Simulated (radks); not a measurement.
Task: All-electron atom: the europium ion Eu4+ in [Xe] 4f5. Method: scalar-relativistic Kohn-Sham, B86b exchange with PBE correlation, spin-unpolarised, spherical densities, point nucleus; computed with a radial shooting solver on a logarithmic mesh with Libxc functionals. Some entries of the table are withheld. Estimate them.

| orbital | occ. | eigenvalue (hartree) | r(max) (bohr) | <1/r> (bohr^-1) |
|---|---|---|---|---|
| 1s | 2 | (1) | 0.01420 | 70.24 |
| 2s | 2 | -293.8848 | 0.08054 | (2) |
| 2p | 6 | -262.0250 | 0.06513 | 15.23 |
| 3s | 2 | -66.25705 | 0.2288 | 5.964 |
| 3p | 6 | -56.34432 | 0.2245 | 5.614 |
| 3d | 10 | -43.09647 | 0.1839 | 5.327 |
| 4s | 2 | -14.72305 | (3) | 2.516 |
| 4p | 6 | -11.44962 | 0.5493 | 2.317 |
| 4d | 10 | -6.88692 | (4) | 2.045 |
| 5s | 2 | -3.27574 | 1.203 | 1.008 |
| 5p | 6 | -2.42799 | 1.344 | 0.8745 |
| 4f | 5 | -1.93992 | 0.5762 | 1.548 |
| 5d | 0 | -1.36358 | 1.704 | 0.6493 |
| 6s | 0 | -1.15883 | 2.724 | 0.4487 |
| 6p | 0 | -0.92654 | 3.137 | 0.3904 |

Result: 
(1) 1s eigenvalue (hartree): -1779.699
(2) 2s <1/r> (bohr^-1): 16.28
(3) 4s r(max) (bohr): 0.5266
(4) 4d r(max) (bohr): 0.5708
